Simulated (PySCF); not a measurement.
Field gradients at the hydrogen positions

Compound: C3H9FSi2.
Structure used (GFN2-xTB), in Å, numbered top down from 1:
```
atom  x, y, z in Å
F1    -1.4675    2.0463   -0.3714
C2    -0.2698    1.4114   -0.1306
C3    -0.4512   -0.0726   -0.0806
Si4   -2.2196   -0.6795   -0.3917
C5     0.5876   -0.8725    0.1647
Si6    2.3625   -0.3285    0.4707
H7     0.1079    1.8079    0.8190
H8     0.4089    1.7099   -0.9383
H9    -3.1026   -0.1190    0.6295
H10   -2.1887   -2.1416   -0.2976
H11   -2.6360   -0.2581   -1.7288
H12    0.3903   -1.9372    0.1856
H13    2.8691    0.4009   -0.6967
H14    3.1807   -1.5179    0.7064
H15    2.4241    0.5583    1.6378
```

Level: PBE0/pcSseg-1 (PySCF, non-relativistic); Q(2H) = 0.00286 b; rigid geometry, the same for H and D, with no vibrational averaging.

Question: Rank these positions by the coupling χzz of a deuteron there, largest first.
A. H7 (methylene hydrogen)
B. H12 (vinylic hydrogen)
C. H11 (Si–H hydrogen)

Answer: B (219 kHz), A (192 kHz), C (110 kHz).

What are Vzz, η and χzz (234.96 MHz × Q × Vzz) at all hydrogens?

```
atom  bonded to  bond length (Å)  Vzz (au)     η  χzz (kHz)
  H7         C2            1.096    0.2853  0.09        192
  H8         C2            1.096    0.2852  0.09        192
  H9        Si4            1.462    0.1640  0.02        110
 H10        Si4            1.465    0.1608  0.02        108
 H11        Si4            1.462    0.1635  0.02        110
 H12         C5            1.083    0.3253  0.05        219
 H13        Si6            1.467    0.1607  0.02        108
 H14        Si6            1.463    0.1627  0.01        109
 H15        Si6            1.467    0.1604  0.02        108
```

Average by the element that carries the hydrogen.

on C: 201 kHz over 3 positions, mean bond length 1.092 Å; on Si: 109 kHz over 6 positions, mean bond length 1.464 Å.

A static deuteron (I = 1) shows a doublet split by (3/2)χ, (3/4)χ(1 + η) and (3/4)χ(1 − η) with the field along z, y and x of the gradient. What are these for H13?

With |χ| = 108.0 kHz and η = 0.021: 162, 83 and 79 kHz, to first order and without motion.

Isolated species at its GFN2-xTB geometry (one conformer only). GFN2-xTB bond lengths can be off by several hundredths of an ångström, more for odd bonds, and the gradients follow them. The small basis limits the accuracy of the gradients.
